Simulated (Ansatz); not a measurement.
`C[O][MgH]` + `C[NH][ZnH]` → `C[N](C)[ZnH]` + `[OH][MgH]`  (substitution at a C–O bond)

Computed with Ansatz on PBE0-D4/def2-TZVP structures; ΔE is electronic, products minus reactants. CCSD(T)/CBS adds triple-zeta CCSD(T) − MP2 to the extrapolated MP2 energy (def2 sets, frozen cores). DFT in def2-TZVPP. HSE06 is defined as in plane-wave codes. For Mg, Zn outer-core shells are correlated without core-valence functions, which leaves a few kJ/mol of doubt a bond. Scalar relativity is left out up to krypton.

```json
{"level": "B97M-V", "ΔE (kJ/mol)": "-26.7", "difference from CCSD(T)/CBS": "3.4"}
{"level": "PBE0-D4", "ΔE (kJ/mol)": "-27.7", "difference from CCSD(T)/CBS": "2.4"}
{"level": "r2SCANh-D4", "ΔE (kJ/mol)": "-28.1", "difference from CCSD(T)/CBS": "2.0"}
{"level": "r2SCAN0-D4", "ΔE (kJ/mol)": "-27.9", "difference from CCSD(T)/CBS": "2.2"}
{"level": "HSE06-D4", "ΔE (kJ/mol)": "-27.5", "difference from CCSD(T)/CBS": "2.6"}
{"level": "CAM-B3LYP", "ΔE (kJ/mol)": "-21.8", "difference from CCSD(T)/CBS": "8.3"}
{"level": "LC-ωPBE", "ΔE (kJ/mol)": "-24.8", "difference from CCSD(T)/CBS": "5.3"}
{"level": "CCSD/def2-SVP", "ΔE (kJ/mol)": "-24.4", "difference from CCSD(T)/CBS": "5.7"}
{"level": "CCSD(T)/def2-SVP", "ΔE (kJ/mol)": "-26.2", "difference from CCSD(T)/CBS": "3.9"}
{"level": "SCS-MP2/def2-QZVPP", "ΔE (kJ/mol)": "-29.3", "difference from CCSD(T)/CBS": "0.8"}
{"level": "CCSD(T)/CBS", "ΔE (kJ/mol)": "-30.1", "difference from CCSD(T)/CBS": "0"}
```

Largest T1 diagnostic among the species: 0.015.

At CCSD(T), def2-SVP lies +3.9 kJ/mol from the extrapolated value and def2-TZVPP +0.6 kJ/mol. The D4 term adds −5.3 kJ/mol with B3LYP and −2.9 kJ/mol with PBE0; it sums over pairs of atoms, weighted by their polarisabilities, and B3LYP, whose exchange is more repulsive, gets the larger term.

B3LYP here is the variant with VWN-RPA as its local correlation; programs differ in this.
